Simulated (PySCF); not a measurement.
C3HF6, SMILES FC(F)(F)[CH]C(F)(F)F, doublet, PBE0/def2-SVP optimised geometry. Atoms within 1.6 Å of the plane z = 0.0 Å (x, y, z in Å): F1 (-2.01, 0.94, 0.00), C2 (-1.52, -0.31, 0.00), F3 (-1.98, -0.92, 1.09), F4 (-2.02, -0.94, -1.07), C5 (-0.03, -0.31, 0.00), C6 (0.76, -0.31, -1.26), F9 (2.02, 0.06, -1.02), H10 (0.49, -0.26, 0.95).

Calculation: unrestricted PBE0/def2-TZVP (PySCF 2.14.0). Cells within 0.4 Å of a nucleus heavier than hydrogen are left out (blank, or x).

Map of the spin density (e/bohr³) on the plane z = 0.0 Å:

```
|111111111111111111111111111|
|111111111111111111111111111|
|111111111111111111111111111|
|111111111111111111111111111|
|111111111111111111111111111|
|111111111111111111111111111|
|111111111111111111111111111|
|111111111111111111111111111|
|111111111111111111111111111|
|111111111111111111111111111|
|1111112xx111111111111111111|
|1111111xx111332111111111111|
|111111111013695211111111111|
|11111110xx029x6111111111111|
|11111110xx00xxx101111111111|
|1111111000129x8211111111111|
|111111110112685211111111111|
|111111111111232111111111111|
|111111111111111111111111111|
|111111111111111111111111111|
|111111111111111111111111111|
|111111111111111111111111111|
|111111111111111111111111111|
|111111111111111111111111111|
|111111111111111111111111111|
|111111111111111111111111111|
|111111111111111111111111111|
```
Scale: ten equal steps from -0.009 (start of '0') to 0.080 (end of '9'), in the order '0123456789'; x runs from -4.50 to 4.50, y from -4.50 (bottom) to 4.50 (top).
